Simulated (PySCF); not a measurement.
A mixed set of molecules. Method used: PySCF 2.14.0, density-fitted response routines, TDDFT wB97X-D/def2-SVPD, vertical, gas phase, core orbitals frozen in the response. Geometries: GFN2-xTB; one conformer of each isolated species. Triplets are in the Tamm–Dancoff approximation.

Question: Rank by computed lowest singlet excitation energy, lowest first.
A. `N#C[C@@H]1CO[C@H](F)O1`
B. `S([SiH2]CC)[SiH2]N`
C. `C=N/C(F)=C\OC=O`
D. `N[SiH](N)C#CCS`
E. `N#C[C@]1(CO)[C@H](F)O1`
F. `[SiH2]1[SiH](C(C)=S)[SiH2][SiH2]1`
G. `CN[Si@H](C#N)SC`
H. `O=CC(=O)N/C=C/F`

Answer: F (2.16 eV), H (3.38 eV), C (4.59 eV), D (5.33 eV), G (5.76 eV), B (6.32 eV), E (7.18 eV), A (7.45 eV).

```csv
SMILES,S1 (eV),LUMO (eV),T1 (eV),f (S1),α (au),HOMO (eV),S1 mainly
CC(=S)[SiH]1[SiH2][SiH2][SiH2]1,2.16,-0.86,1.73,0.000,161.3,-8.23,H→L (97%)
O=CC(=O)N/C=C/F,3.38,-1.02,2.87,0.000,68.1,-8.90,H-1→L (94%)
C=N/C(F)=C\OC=O,4.59,-0.27,2.94,0.001,74.0,-9.00,H-1→L (93%)
N[SiH](N)C#CCS,5.33,1.26,4.74,0.008,100.1,-8.89,H→L (66%)
CN[Si@H](C#N)SC,5.76,0.98,5.41,0.016,92.1,-9.13,H→L (70%)
CC[SiH2]S[SiH2]N,6.32,1.58,5.97,0.022,104.6,-8.95,H→L (72%)
N#C[C@@]1(CO)O[C@H]1F,7.18,1.18,6.06,0.026,57.8,-10.96,H-1→L (56%)
N#C[C@@H]1CO[C@H](F)O1,7.45,1.39,6.41,0.003,55.6,-11.16,H-1→L (39%)
```

H and L stand for HOMO and LUMO.
